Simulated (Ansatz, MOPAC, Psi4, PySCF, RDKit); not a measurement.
Pair of molecules: CH3Cl (SMILES CCl) (first 5 atoms) with C2H6 (SMILES CC); geometry from B3LYP-D3(BJ)/def2-TZVP, rigid monomers moved along the line of their centres of mass till H4···H8 is 2.38 Å.
(charge 0, multiplicity 1):
| atom | x (Å) | y (Å) | z (Å) |
|---|---|---|---|
| C | -0.6717 | -0.9111 | 0.8401 |
| Cl | -0.8430 | 0.8742 | 0.7990 |
| H | -0.5880 | -1.2688 | -0.1815 |
| H | 0.2218 | -1.1551 | 1.4063 |
| H | -1.5509 | -1.3272 | 1.3220 |
| C | 0.6817 | 0.3640 | 4.0617 |
| C | -0.6684 | -0.3338 | 4.1968 |
| H | 1.0040 | 0.4086 | 3.0200 |
| H | 1.4566 | -0.1529 | 4.6316 |
| H | 0.6320 | 1.3914 | 4.4268 |
| H | -1.4333 | 0.1761 | 3.6089 |
| H | -1.0037 | -0.3525 | 5.2357 |
| H | -0.6184 | -1.3692 | 3.8521 |

```csv
level,interaction energy (kJ/mol),cost
MMFF94,2.9,-
UFF,-3.4,-
AM1,1.7,-
PM3,-1.7,-
HF/3-21G (no counterpoise),5.0,-
HF/6-31G*,10.4,-
PBE/def2-TZVPPD,2.6,×1
PBE-D4/def2-TZVPPD,-4.6,×1
B3LYP-D3(BJ)/def2-TZVPPD,-4.9,×1
wB97M-V/def2-TZVPPD,-4.9,×3
MP2/6-31G* (no counterpoise),-0.1,-
MP2/aug-cc-pV(D+d)Z,-3.5,-
CCSD(T)/aug-cc-pV(D+d)Z,-2.7,×10
SAPT0/jun-cc-pV(D+d)Z,-0.3,-
```

The rows run from -4.9 (B3LYP-D3(BJ)/def2-TZVPPD) to 10.4 kJ/mol (HF/6-31G*). The dispersion term adds -7.2 in PBE-D4.

Monomers are frozen at their geometry in the pair; levels with a basis set take the counterpoise correction. Rows marked so take none. RDKit's UFF carries no charges.

Cores are frozen in the correlated methods. Rows in 3-21G, 6-31G* carry no dispersion term and start afresh at each structure (6-31G* with six Cartesian d functions). MP2/6-31G* freezes PySCF's default core. The state reached by AM1, PM3 isn't checked.

Programs: Ansatz (an electronic-structure program); MOPAC for AM1, PM3 (differences of heats of formation); Psi4 for SAPT; PySCF for 3-21G rows, 6-31G* rows, the dispersion terms; RDKit for the force fields. 

Costs are rough ratios of core time to PBE/def2-TZVPPD (about 19 s over the structures, on one shared machine); a dash marks a level with no comparable run of its own.
